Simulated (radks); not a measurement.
Te24+, configuration [Ar] 3d10.

Calculated with a radial shooting solver on a logarithmic mesh with Libxc functionals: non-relativistic Kohn-Sham, PBE, spin-polarised, spherical densities, point nucleus; relativity is left out, which matters for an element this heavy.

Energy parts (hartree):
total: -6347.69551
kinetic: 6346.19971
electron-nucleus: -14241.63781
Hartree: 1693.56953
exchange-correlation: -145.82694

Orbitals (lengths in bohr, moments of r in powers of bohr; <r^-3> diverges for s and p1/2; r(max) is where P^2 peaks):
orbital  occ.  eigenvalue (hartree)     <r^2>  <1/r>   r(max)  <r^-3>
1s          2             -1145.058  0.001143  51.48  0.01936       -
2s          2             -194.4305   0.01857  11.82   0.1069       -
2p          6             -184.2745   0.01394  11.83  0.08361    4621
3s          2             -58.85137    0.1239  4.370   0.3028       -
3p          6             -54.61762    0.1178  4.301   0.2888   893.3
3d         10             -46.84841   0.09733  4.178   0.2343   146.2
4s          0             -27.32359    0.5123  2.096   0.6626       -
4p          0             -25.65757    0.5238  2.044   0.6666   266.9

The highest occupied level is 3d at -1274.8 eV. For comparison, the ionisation energy in NIST's Atomic Spectra Database is 1304 eV (theoretical). In exact Kohn-Sham theory the highest level is minus the ionisation energy, but local and semilocal functionals leave it too shallow, through self-interaction and a potential that decays too fast; potentials with the right tail come closer. The density falls to 0.001 e/bohr^3 at r = 1.01 bohr. Summed over all electrons, <r^2> = 2.051 bohr^2, which gives a Langevin (diamagnetic) susceptibility term of -1.62 x 10^-6 cm^3/mol.
